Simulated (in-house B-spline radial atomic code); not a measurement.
Results of a calculation; reference values are marked as such.
**Two electrons in Ge: a spherical dot of radius 8.06 nm with hard walls**

For Ge the NSM archive of the Ioffe Institute lists m_l = 1.6 m0, m_t = 0.08 m0 and ε = 16.2; the model takes one isotropic valley with the conductivity mass 3/(1/m_l + 2/m_t) = 0.117 m0, and so misses anisotropy and the other valleys. All triplets below are those of one valley; with several valleys two electrons can form a triplet in the 1s orbital itself, at an energy set by the valley splitting.

Effective-mass model with parabolic bands, a uniform dielectric constant, no image charges, no central-cell or spin-orbit terms. Two-electron levels come from full CI in B-splines with partial waves to l = 5 (up to 0.001 effective hartree above the limit).

(1) What are the effective units, and what is the potential in them?

In these units the lowest s and p orbitals lie at 4.0783 and 8.3433, and their Coulomb and exchange integrals are J_ss = 1.6237, J_sp = 1.4724 and K_sp = 0.327. (For an empty sphere J_ss = 1.786/R.) Full CI gives 9.7163 for the ground singlet, 13.5536 for the sp triplet, 14.1519 for the sp singlet and 21.7406 for the lowest triplet of two s orbitals.

(2) What does it cost to add the second electron, to first order and exactly?

(3) How far above the singlet do the triplets lie?

Results:

(1) Ha* = 27211.386 meV × 0.117/16.2² = 12.13 meV and a* = 0.0529177 nm × 16.2/0.117 = 7.327 nm. The radius is R = 1.1 a*. The one-electron levels are π²/2R² = 4.0783 and 4.4934²/2R² = 8.3433 Ha*.

(2) To first order E = 2ε_s + J_ss = 9.7804, so the charging energy E(2) − 2E(1) is J_ss = 19.7 meV. CI gives 9.7163 − 2 × (4.0783) = 1.5596, or 18.92 meV: relaxation and correlation lower it by 0.7778 meV, 3.9 % of J_ss. The s² configuration of one-electron orbitals holds 99.5 % of the state, and the mean radius is 4.1 nm.

(3) To first order the sp triplet lies at ε_s + ε_p + J_sp − K_sp = 13.5671, which is 45.94 meV above 2ε_s + J_ss. CI gives 13.5536 − (9.7163) = 3.8373, or 46.55 meV, 90 % of the orbital spacing of 51.74 meV. The ss triplet lies 145.9 meV up, so the lower of the two is the sp one, and its gap equals k_BT at 540 K. The sp singlet-triplet splitting is 7.258 meV, against 2K_sp = 7.933 meV.
